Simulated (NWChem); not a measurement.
Molecule: CH7BP2; SMILES CB(P)P

```xyz
11

B      0.3622    -0.0311     0.0000
C      1.9387     0.0416     0.0000
H      2.3639     0.5211    -0.8898
H      2.3639     0.5211     0.8898
H      2.3104    -0.9960     0.0000
P     -0.5890     0.0988    -1.6593
H      0.2349    -0.7156    -2.4802
H     -1.6398    -0.8366    -1.4774
P     -0.5890     0.0988     1.6593
H     -1.6398    -0.8366     1.4774
H      0.2349    -0.7156     2.4802
```
Atoms are numbered in this order, from 1.

Results from NWChem. Structure relaxed at the B3LYP/6-31G* (spherical d) level. Total energies compare along this basis series because the functional is fixed.

```csv
level,basis functions,energy (Ha),highest occupied level (eV),orbital gap (eV),dipole (D)
Hartree-Fock/STO-3G,35,-739.6878,-6.70,13.48,1.35
Hartree-Fock/def2-SVP,99,-747.8445,-9.33,11.49,1.89
Hartree-Fock/def2-SVPD,144,-747.8527,-9.34,11.24,1.78
Hartree-Fock/def2-TZVP,178,-748.1483,-9.34,11.40,1.77
Hartree-Fock/def2-TZVPD,223,-748.1488,-9.34,10.63,1.76
Hartree-Fock/def2-TZVPP,244,-748.1503,-9.34,11.40,1.76
```
